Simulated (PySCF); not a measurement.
Predicted microwave data (PBE0-D3(BJ)/def2-SVP geometry optimisation, gas phase in PySCF 2.14.0) for one isomer of CH4F2Ge:

* Rotational constants: A = 8850, B = 2683, C = 2203 MHz
* Dipole components: |μa| = 1.28 D, |μb| = 0.00 D, |μc| = 1.13 D
* Inertial defect: -16.11 u·Å²
* κ: -0.86

Question: Which candidate fits, each taken in the one conformer that was computed?
A. `F[CH](F)[GeH3]`
B. `[F:1][CH2:2][GeH2:3][F:4]` with F1–C2–Ge3–F4 180°

Answer: A. It is F[CH](F)[GeH3], an asymmetric top, point group Cs. The candidates at the same level (rigid rotor, commonest isotopes):

```tsv
SMILES	A (MHz)	B (MHz)	C (MHz)	μa (D)	μb (D)	μc (D)	Δ (u·Å²)	point group	rotor
F[CH2][GeH2][F]	12985	2561	2232	0.64	0.08	0.00	-9.82	Cs	near-prolate asymmetric top
F[CH](F)[GeH3]	8850	2683	2203	1.28	0.00	1.13	-16.11	Cs	asymmetric top
```

`F[CH2][GeH2][F]` has A 47 % too high. In the right answer the mirror of this Cs structure is the ac plane, so μb vanishes by symmetry (the 0.01 D computed is a residue). No structure here is proved a minimum.
